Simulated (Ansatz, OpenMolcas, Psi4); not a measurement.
## SnSe: a line through the functionals

SnSe: 2 atoms, total charge 0, spin state singlet. As SMILES, `[Se][Sn]`. Geometry: relaxed at PBE0-D4/def2-TZVP.

The vertical ionisation energy (to the doublet cation) y, in eV, basis def2-TZVP with a core potential; a is the functional's share of exact exchange. Programs: Ansatz 0.2.0, OpenMolcas 26.06, Psi4 1.11.

```
functional     program     a  y (eV)
    r2SCAN      Ansatz     0    9.17
      TPSS  OpenMolcas     0    9.12
     TPSSh        Psi4   0.1    9.08
     B3LYP      Ansatz   0.2    9.12
      PBE0      Ansatz  0.25       ?
   r2SCAN0      Ansatz  0.25    9.08
     BHLYP      Ansatz   0.5    8.85
```

Question: Fit y = c + s·a to the known rows and predict PBE0.

Answer: 
1. Means of the 6 rows: a = 0.1750, y = 9.070.
2. Σ(Δa)² = 0.17875, Σ(Δa·Δy) = -0.0965, so the slope is -0.0965/0.17875 = -0.53986.
3. Intercept: 9.070 − (-0.53986) × 0.1750 = 9.164. The largest residual of the fit is 0.063.
4. PBE0: 9.164 + (-0.53986) × 0.25 = 9.03 eV.

The run gave 9.05 eV, so the prediction is off by -0.02 eV, within the largest residual. Spin-orbit coupling is left out.
